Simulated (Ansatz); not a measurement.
Ansatz (an electronic-structure program) input (HF/aug-cc-pVQZ):

Ansatz 0.2 input:
```yaml
crystal:
  periodic: [false, false, false]
  atoms:
    - {symbol: Ge, position_ang: [0.00000000, 0.00000000, 0.00000000]}
    - {symbol: O, position_ang: [0.00000000, 0.00000000, 1.62404751]}
    - {symbol: O, position_ang: [-0.00000000, -0.00000000, -1.62404751]}
basis:
  gaussian:
    orbitals: aug-cc-pVQZ
hamiltonian:
  xc: hf
magnetization: {spin_polarized: true, initial_magnetization: 2}
```

End of the output:

```
integrals: 0.15 GiB planned
1175 factors; their error is unknown
mean field: 1.32 GiB planned
mean field evaluation 1: about -60540.4801 eV, gradient 2.9e1 eV
mean field evaluation 2: about -60542.3811 eV, gradient 2.5e1 eV
mean field evaluation 4: about -60544.7218 eV, gradient 2.1e0 eV
mean field evaluation 8: about -60544.8638 eV, gradient 1.3e-1 eV
mean field evaluation 16: about -60541.6907 eV, gradient 3.0e1 eV
mean field evaluation 32: about -60546.2569 eV, gradient 3.2e-2 eV
mean field evaluation 64: about -60546.0922 eV, gradient 5.1e-6 eV
mean field evaluation 96: about -60546.2058 eV, gradient 2.3e-1 eV
mean field evaluation 128: about -60546.1172 eV, gradient 3.6e-1 eV
mean field evaluation 160: about -60545.8822 eV, gradient 1.6e0 eV
mean field evaluation 192: about -60544.8445 eV, gradient 1.3e0 eV
mean field evaluation 224: about -60546.0922 eV, gradient 6.5e-6 eV
mean field -60546.25745668 eV, -2225.0339218058 hartree, gradient 1.9e-6 eV, S^2 2.455535; 6 other end points of the search recorded, 0 dependent functions left out
reference -60546.25745668 eV, -2225.0339218058 hartree; 25, 23 occupied and 228, 230 virtual orbitals, 1175 factors
Total energy: -60546.25745668 eV, -2225.0339218058 hartree
```

This state (charge 0, triplet) is run at the relaxed geometry of the species with charge 0 and multiplicity 1, and is a spin state other than that species' own.

The determinant is spin-contaminated: <S^2> is 2.46 against 2.00 for a pure state.
